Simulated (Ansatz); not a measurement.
System: SnF3 (charge +1, singlet). SMILES of the parent species: [F][Sn]([F])[F]
Structure (B3LYP-D3(BJ)/def2-TZVP (Ansatz, a quantum-chemistry and plane-wave program) minimum search):
```xyz
4

Sn     0.0000     0.0000     0.0000
F      1.5892    -0.9499    -0.0080
F      0.0279     1.8512    -0.0108
F     -1.6171    -0.9014     0.0187
```
Charge +1, spin multiplicity 1.

Task: Give the harmonic wavenumbers at B3LYP-D3(BJ)/def2-TZVP (Ansatz, finite differences of forces, unscaled).

Result: 136, 136, 148, 670, 735, 735 cm⁻¹. Zero-point energy 3.7 kcal/mol.

Task: From these and the geometry, give the ideal-gas thermochemistry at 298.15 K and 1 atm (rigid rotor, harmonic oscillator).

Result: Point group D3h, rotational symmetry number 6. Rotational constants 5.173, 5.173, 2.587 GHz. S(trans) 41.40, S(rot) 22.38, S(vib) 9.30, S(elec, spin only) 0.00, S 73.1 cal/(mol K). H(298) - H(0) 3.82 kcal/mol; G - E(el) -14.3 kcal/mol.
